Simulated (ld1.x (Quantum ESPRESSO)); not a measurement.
What one change does to a pseudopotential (Lu, RRKJ)

ld1.x (Quantum ESPRESSO) 7.5 input, shortened:

```
&input
   title='Lu', zed=71., rel=1, dft='PBESOL', iswitch=3,
   config='[Xe] 4f14 5d1 6s1 6p0'
 /
 &inputp
   pseudotype=2, tm=.false., rho0=0.001, lloc=0,
   nlcc=.false.
 /
3
6P  2  1   0.00   0.00  3.25  3.25  0.0
5D  3  2   1.00   0.00  2.90  2.90  0.0
6S  1  0   1.00   0.00  2.40  2.40  0.0
 &test
   configts(1)='5d1 6s1 6p0'
 /
```

All-electron outer shells of the reference configuration (PBEsol, scalar-relativistic, ld1.x):

| shell | level (eV) | outermost node (bohr) | outermost maximum (bohr) |
| --- | --- | --- | --- |
| 4f | -16.38 | – | 0.47 |
| 6s | -10.23 | 1.41 | 2.93 |
| 5d | -7.90 | 0.68 | 1.80 |
| 6p | -5.99 | 1.71 | 3.81 |

Change: functional LDA (PZ).

Cutoffs: the cutoffs (Ry, on a coarse ladder) from which the occupation-weighted sum of valence levels, in a spherical-Bessel basis at the reference potential, stays within 10 and 1 mRy of its value at 400 Ry; they do not see the model core or the augmentation charge, which bear on the density cutoff. Errors are all-electron minus pseudo energies relative to the spin-unpolarised reference configuration.

Predict the effect on cutoff, ghosts and configuration errors.

The potential gets neither clearly harder nor softer (15 Ry and 21 Ry → 15 Ry and 21 Ry); of the 7 tests that both files solve, the error grows in 5 and shrinks in 1 by more than 15 % and 0.3 meV (median size 7.1 → 27.3 meV); neither file shows a bound ghost.

```tsv
quantity	base	changed
cutoff, loose	15 Ry	15 Ry
cutoff, tight	21 Ry	21 Ry
bound ghosts	none	none
error for 5d1 6s2 6p0, meV [ΔE -7.39 → -7.58 eV]	-5.9	+27
error for 5d1 6s0 6p0, meV [ΔE 13.22 → 13.57 eV]	+67	+71
error for 5d1 6s1.5 6p0, meV [ΔE -4.39 → -4.50 eV]	-0.6	+9.4
error for 5d2 6s0 6p0, meV [ΔE 2.50 → 2.54 eV]	+96	+80
error for 5d2 6s1 6p0, meV [ΔE -4.38 → -4.58 eV]	+21	+33
error for 5d1 6s0 6p2, meV [ΔE -0.32 → -0.31 eV]	-2.7	+6.8
error for 5d1 6s0 6p1, meV [ΔE 4.27 → 4.37 eV]	+7.1	+11
s: phases at 3.56 bohr within 0.05 rad from the reference energy up to (Ry; the scan ends near 5)	0.7	0.7
p: phases at 3.56 bohr within 0.05 rad from the reference energy up to (Ry; the scan ends near 5)	1.4	1.4
d: phases at 3.56 bohr within 0.05 rad from the reference energy up to (Ry; the scan ends near 5)	0.5	0.4
```
